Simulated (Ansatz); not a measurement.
Mulliken charges of FGaH2OS, SMILES `[OH][Ga]([F])[SH]` from r2SCAN/def2-TZVPP in Ansatz (PBE0-D4/def2-TZVP geometry).

```json
{"atom": "O1", "x (Å)": "1.077", "y (Å)": "-0.244", "z (Å)": "-1.220", "charge (e)": "-0.394"}
{"atom": "Ga2", "x (Å)": "0.325", "y (Å)": "-0.426", "z (Å)": "0.371", "charge (e)": "0.685"}
{"atom": "F3", "x (Å)": "1.150", "y (Å)": "-1.540", "z (Å)": "1.425", "charge (e)": "-0.366"}
{"atom": "S4", "x (Å)": "-1.460", "y (Å)": "0.544", "z (Å)": "1.159", "charge (e)": "-0.221"}
{"atom": "H5", "x (Å)": "0.626", "y (Å)": "0.365", "z (Å)": "-1.809", "charge (e)": "0.190"}
{"atom": "H6", "x (Å)": "-1.676", "y (Å)": "1.237", "z (Å)": "0.028", "charge (e)": "0.105"}
```

Task: By hand: the dipole of these point charges (1 e Å = 4.8032 D).

Result: Σ q r = (-0.357, 0.447, -0.384) e Å, of length 0.689 e Å = 3.31 D.

Task: How does the dipole of the full density compare? (Estimate.)

Result: Computed: (-0.383, 0.469, -0.390) e Å, 3.46 D; the point charges give 0.96 times that, at 1° from its direction.

Point charges leave out the atoms' own dipoles, such as those of lone pairs, and Mulliken's split depends on the basis, so the close match here is no proof of good charges.
